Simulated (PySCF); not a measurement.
A structure optimised at PBE0-D3(BJ)/def2-SVP, used in a PySCF frequency run:

```xyz
7

O      1.4740     0.1994     1.2926
S      1.0154    -0.3326     0.0000
O      1.4740     0.1994    -1.2926
C     -0.8695     0.0073     0.0000
F     -1.0756     1.3033     0.0000
F     -1.3851    -0.5357    -1.0789
F     -1.3851    -0.5357     1.0789
```
Charge 0, spin multiplicity 2.

Problem. Write its SMILES, formula and point group.

Solution. O=[S](=O)C(F)(F)F, CF₃O₂S, Cs

Problem. What are its rotational constants (standard atomic weights)?

Solution. 3.4691, 1.9864, 1.6618 GHz
